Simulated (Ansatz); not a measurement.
A structure relaxed at PBE-D4/def2-SVPD in Ansatz, charge -1, doublet:

Cartesian coordinates in Å:
```
Ge 1.098 2.468 0.262
Ge -0.814 0.098 -0.731
S -0.569 -3.335 -0.281
S 1.489 0.701 -1.115
S -0.915 1.736 1.036
S -0.288 -1.667 0.829
```

Task: Give its formula.

Result: the cluster Ge₂S₄⁻ (the lowest doublet isomer of a short search).

Task: Summarise the bond lengths by kind (pairs closer than 1.2 times the sum of covalent radii, bridged metal pairs left out).

Result: 5 × Ge–S 2.27 to 2.41 Å; 1 × S–S 2.02 Å.

The structure comes from a short search, and lower isomers may exist.
